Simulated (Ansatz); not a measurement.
Coupled-cluster diagnostics for TaO₄H₃ (the lowest singlet isomer of a short search), Ansatz.

Geometry of the singlet (PBE-D4/def2-SVP):

```xyz
8

Ta    0.015    0.030   -0.033
O     1.028    1.152   -1.249
O    -0.439    1.306   -1.423
O     0.333   -1.818   -0.342
O     0.323    0.495    1.784
H    -1.760   -0.011    0.003
H     0.242    1.285    2.344
H     0.258   -2.440   -1.085
```

In the def2 sets Ta takes a core potential; there is no spin–orbit coupling. Correlated methods freeze 4 core orbitals; core or outer-core shells of Ta are correlated, in sets that lack core-valence functions. The structure holds one bond between oxygen atoms, so isomers without such links may lie far lower. The structure comes from a short search, and lower isomers may exist.

Task: Estimate the CCSD(T) correlation energy, the shares of MP2 and (T), T1 and the reference's ⟨S²⟩ for: charge 0, singlet, own geometry in def2-TZVP; and the rough time on 4 threads of Arm Neoverse V1 on a shared host.

Result: 
```tsv
state	basis	correlation (eV)	MP2 share (%)	(T) share (%)	T1	⟨S²⟩ (pure)	wall time
charge 0, singlet, own geometry	def2-TZVP	-37.125	97.2	4.4	0.022	0.00 (0.00)	97 s
```
Customary marks for T1 are 0.02 (closed shells), 0.045 (open shells) and about 0.05 (3d metals). T1 exceeds 0.02 in 1 of 1 rows and 0.045 in 0; the higher it lies, the less the single-reference result can be trusted.
